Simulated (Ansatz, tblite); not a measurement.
Removing an electron: La(NH2)3 (LaN₃H₆). The state is a singlet with charge 0. Geometry: r2SCAN-D4/def2-SVP. Ansatz, gas phase; energy differences of separate SCF runs; the oxidised species was run as a doublet alone.

Cartesian coordinates in Å:
```
La 0.1032 0.3378 0.2374
N -0.8803 1.4317 -1.5526
H -1.8732 1.6447 -1.6812
H -0.4327 1.7263 -2.4248
N 2.2159 -0.5559 -0.0860
H 2.6786 -1.2761 0.4752
H 2.8524 -0.3843 -0.8692
N -1.2995 -0.7563 1.7213
H -2.3180 -0.6795 1.7895
H -1.0464 -1.4886 2.3903
```

In the def2 sets La takes a core potential; there is no spin–orbit coupling. The xTB rows come from tblite.

Task: Estimate orbital energies and vertical ionisation energies at: GFN1-xTB; GFN2-xTB; PBE-D4/def2-TZVP; r2SCAN-D4/def2-TZVP; PBE0-D4/def2-TZVP.

Result: 
```tsv
level	−HOMO (eV)	vertical IE (eV)	−LUMO (eV)	HOMO–LUMO gap (eV)
GFN1-xTB	9.30	12.15	9.04	0.27
GFN2-xTB	9.01	11.98	8.32	0.69
PBE-D4/def2-TZVP	4.73	7.27	1.81	2.92
r2SCAN-D4/def2-TZVP	4.95	7.36	1.37	3.59
PBE0-D4/def2-TZVP	6.00	7.69	1.18	4.81
```

Relaxing the oxidised species (r2SCAN-D4/def2-SVP) changes its energy by -0.05 eV at PBE-D4/def2-TZVP, so the adiabatic ionisation energy to this nearest minimum is 7.22 eV. At PBE0-D4/def2-TZVP it is 7.66 eV.    Raw xTB energy differences between charge states are shifted by several eV; the methods need an empirical correction for them.
